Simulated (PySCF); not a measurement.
Compound: C7H8N (doublet state).
Geometry (GFN2-xTB, Å), atoms numbered from 1 in this order:
```
atom  x, y, z in Å
C1     4.015    0.337    0.394
C2     2.751    0.234    0.133
C3     1.466    0.148   -0.093
C4     0.278    0.028   -0.401
C5    -1.157   -0.032   -0.546
C6    -1.659   -1.479   -0.604
C7    -1.709    0.700    0.650
N8    -2.246    1.824    0.502
H9     4.774   -0.080   -0.257
H10    4.388    0.845    1.275
H11   -1.455    0.512   -1.450
H12   -1.399   -2.008    0.311
H13   -1.206   -1.999   -1.445
H14   -2.740   -1.491   -0.723
H15   -1.551    0.186    1.608
H16   -2.558    2.285    1.353
```

The hyperfine couplings belong to this conformer and change with its torsions.

The species is `[H]/N=C/[C@H](C)C#C[C]=C` [radical].

Method used: UKS B3LYP, pcH-1 on C H N, non-relativistic, mean-field spin-orbit, GIAO (PySCF). The structure is a single GFN2-xTB conformer in the gas phase; no vibrational or solvent corrections. A GFN2-xTB geometry isn't a minimum of the functional, and hyperfine couplings can be far from their values at a DFT geometry. The SCF solution wasn't tested for stability. ⟨S²⟩ is 0.775 where a pure state has 0.75.

(1) The isotropic 13C couplings are -70.5, +63.3, +59.4, -49.1, +48.7, -17.8, +16.8 MHz. Assign them to C1; C2; C3; C4; C5; C6; C7.

## Answers

(1) 
```tsv
site	a_iso (MHz)	ρ(0) (bohr⁻³)	position	distance from C2 (Å)	spin population	largest |T| (MHz)
C1	-49.1	-0.0437	1 bond from C2	1.30	-0.16	15.7
C2	+59.4	+0.0529	largest spin population	0.00	+0.69	107.2
C3	-70.5	-0.0627	1 bond from C4	1.31	-0.26	23.8
C4	+63.3	+0.0563	a main spin site	2.54	+0.59	82.9
C5	-17.8	-0.0158	1 bond from C4	3.98	-0.04	1.3
C6	+16.8	+0.0149	2 bonds from C4	4.79	+0.01	3.0
C7	+48.7	+0.0433	2 bonds from C4	4.51	+0.01	7.2
```

ρ(0) is the spin density at the nucleus and T the dipolar tensor; entries for several nuclei are means. The largest Mulliken spin populations are on C2 (+0.69), C4 (+0.59), C3 (-0.26) and C1 (-0.16). Main spin sites, with 60 % or more of the largest population: C2, C4; positions count bonds from the nearest.

Examples of negative spin density at the nucleus (bohr⁻³): C3 (-0.0627), C1 (-0.0437) and C5 (-0.0158).

Nuclei that the bonding pattern makes equivalent are averaged, as if the motion that swaps them (rotation, inversion, ring flip) were fast. H9 and H10 aren't averaged: C1 is flat or nearly so (angle sum 360°), and its turn about the short C1–C2 bond (1.30 Å) is taken as slow.

Hardware: one thread of an Arm Neoverse V1 (shared host). Cost: 70 s wall (grids of density and orbitals included), 1.1 GiB resident at most.
